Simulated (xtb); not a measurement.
HSn (SMILES [SnH]), doublet, at a GFN2-xTB geometry (such geometries of metal compounds can be far from the true shape); GFN0-xTB (xtb 6.7.1).

Here is a job for xtb.
```
$ xtb mol.xyz --gfn 0 --uhf 1 --etemp 10 --json

# file mol.xyz
2

Sn    -0.00000000    -0.00000000    -0.03544185
H      0.00000000     0.00000000     1.77209231
```

The log (banner, timings and long lists left out):

```
   ID    Z sym.   atoms
    1   50 Sn     1
    2    1 H      2

           -------------------------------------------------
          |                Calculation Setup                |
           -------------------------------------------------

           -------------------------------------------------
          |                 G F N 0 - x T B                 |
           -------------------------------------------------

          ...................................................
          :                      SETUP                      :
          :.................................................:
          :  # basis functions                  12          :
          :  # atomic orbitals                  11          :
          :  # shells                            5          :
          :  # electrons                         5          :
          :  electronic temp.           10.0000000     K    :
          :  accuracy                    1.0000000          :
          :  -> integral cutoff          0.2500000E+02      :
          :  -> integral neglect         0.1000000E-07      :
          ...................................................

         :::::::::::::::::::::::::::::::::::::::::::::::::::::
         ::                     SUMMARY                     ::
         :::::::::::::::::::::::::::::::::::::::::::::::::::::
         :: total energy              -2.834715519534 Eh    ::
         :: gradient norm              0.004513447493 Eh/a0 ::
         :: HOMO-LUMO gap              0.000000000000 eV    ::
         ::.................................................::
         :: H0 energy                 -2.831393600261 Eh    ::
         :: repulsion energy           0.002068396336 Eh    ::
         :: electrostat energy        -0.005266991244 Eh    ::
         :: -> Gsolv                   0.000000000000 Eh    ::
         ::    -> Gsasa                0.000000000000 Eh    ::
         ::    -> Gshift               0.000000000000 Eh    ::
         :: dispersion energy         -0.000123324365 Eh    ::
         :: short-range corr.          0.000000000000 Eh    ::
         :: add. restraining           0.000000000000 Eh    ::
         :: total charge               0.000000000000 e     ::
         :::::::::::::::::::::::::::::::::::::::::::::::::::::

           -------------------------------------------------
          |                Property Printout                |
           -------------------------------------------------

    * Orbital Energies and Occupations

         #    Occupation            Energy/Eh            Energy/eV
      -------------------------------------------------------------
         1        2.0000           -0.7668158             -20.8661
         2        2.0000           -0.4884577             -13.2916
         3        0.5000           -0.3208026              -8.7295 (HOMO)
         4        0.5000           -0.3208026              -8.7295 (LUMO)
         5                         -0.1891559              -5.1472
         6                         -0.0925721              -2.5190
         7                         -0.0925721              -2.5190
         8                         -0.0925721              -2.5190
         9                         -0.0925721              -2.5190
        10                         -0.0844984              -2.2993
        11                          0.5368366              14.6081
      -------------------------------------------------------------
                  HL-Gap            0.0000000 Eh            0.0000 eV
             Fermi-level            0.0000000 Eh            0.0000 eV

     #   Z          covCN         q      C6AA      α(0)
     1  50 Sn       0.884     0.129   532.232    50.351
     2   1 H        0.884    -0.129     6.728     4.060

 Mol. C6AA /au·bohr⁶  :        654.245599
 Mol. C8AA /au·bohr⁸  :      71372.911621
 Mol. α(0) /au        :         54.411346

Wiberg/Mayer (AO) data.
largest (>0.10) Wiberg bond orders for each atom

 ---------------------------------------------------------------------------
     #   Z sym  total        # sym  WBO       # sym  WBO       # sym  WBO
 ---------------------------------------------------------------------------
     1  50 Sn   0.962 --     2 H    0.962
     2   1 H    0.962 --     1 Sn   0.962
 ---------------------------------------------------------------------------

Topologies differ in total number of bonds
Writing topology from bond orders to xtbtopo.mol

 dipole moment from electron density (au)
     X       Y       Z
   0.0000  -0.0000  -0.9535  total (Debye):    2.424

           -------------------------------------------------
          | TOTAL ENERGY               -2.834715519534 Eh   |
          | GRADIENT NORM               0.004513447493 Eh/α |
          | HOMO-LUMO GAP               0.000000000000 eV   |
           -------------------------------------------------

normal termination of xtb
```
